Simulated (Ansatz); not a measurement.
Start from `NC[SiH](O)O` and change one atom or group to get `O[SiH](O)CCl`.

Ansatz, PBE0-D4/def2-TZVP geometries, multiplicity 1. Each molecule was computed in one conformer, which needn't be the lowest.

| property | `NC[SiH](O)O` |
| --- | --- |
| size of the dipole moment (PBE/def2-TZVPP) / D | 3.04 |
| HOMO energy (PBE/def2-TZVPP) / eV | -5.81 |
| size of the dipole moment (B3LYP/def2-TZVPP) / D | 3.10 |
| HOMO–LUMO gap (PBE/def2-TZVPP) / eV | 5.49 |
| LUMO energy (B3LYP/def2-TZVPP) / eV | 0.20 |
| LUMO energy (PBE0/def2-TZVPP) / eV | 0.53 |

(1) Give the same properties after the change, and the shifts. (Estimate.)

## Answers

(1) The calculation gave: 
```
                                        property  `O[SiH](O)CCl`  shift
  size of the dipole moment (PBE/def2-TZVPP) / D            1.53  -1.51
               HOMO energy (PBE/def2-TZVPP) / eV           -6.65  -0.84
size of the dipole moment (B3LYP/def2-TZVPP) / D            1.53  -1.57
             HOMO–LUMO gap (PBE/def2-TZVPP) / eV            5.73   0.24
             LUMO energy (B3LYP/def2-TZVPP) / eV           -0.18  -0.38
              LUMO energy (PBE0/def2-TZVPP) / eV            0.11  -0.42
```

With PBE0 the HOMO falls by 0.78 eV and the LUMO falls by 0.42 eV, so the gap widens by about 0.36 eV. PBE moves the HOMO by -0.84 eV and ωB97M-V by -0.68 eV. Dipoles are sizes alone; their direction can turn.

B3LYP here is the variant with VWN-RPA as its local correlation; programs differ in this.
